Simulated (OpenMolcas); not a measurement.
Ru4+ (d4) among equal point charges was computed by CASSCF with the d shell active (OpenMolcas, ANO-RCC-VDZP on the metal). Its lowest spin-free states, and all those of the highest spin:

```
2S+1  Degeneracy  E (cm-1)
   5           3       0.0
   5           2      4595
   3           3     16236
   3           3     18266
   3           3     20038
   1           1     21511
   3           2     21911
   3           3     22089
   3           3     22907
   1           3     24991
   3           3     25462
   3           3     25467
```

Question: Is the site octahedral, tetrahedral or cube-like, axial, or of lower symmetry?

Answer: The states with 2S+1 = 5 have orbital degeneracies 3, 2. Threefold states need a cubic site. For d4 at this spin an octahedron puts the twofold E below the threefold T2 and a tetrahedron or cube puts the threefold T2 below the twofold E, so the site is a tetrahedron or a cube, which this pattern cannot tell apart. The first gap at this spin, 4590 cm-1, is |10Dq| in ligand-field theory. The run had Ru4+ among 4 point charges of -2 e arranged as a tetrahedron (Td), 1.8 Å from the ion.

An orbital triplet at a regular site is open to Jahn-Teller coupling, which can distort the site and quench the lowest spin-orbit gaps and is left out. Without dynamic correlation the repulsion within the d shell is too large (B by tens of per cent), so at a given field states of lower spin stand too high. Point charges give a weaker field than real ligands, and real ions of this kind are as a rule low spin; the high spin found here belongs to the model. The ground term spreads over less than 5000 cm-1, several times less than with real ligands, so orbital moments are less quenched and χT lies further from the spin-only value than at real sites. This is an electrostatic model: the charges have no orbitals. No measured value stands beside these numbers.
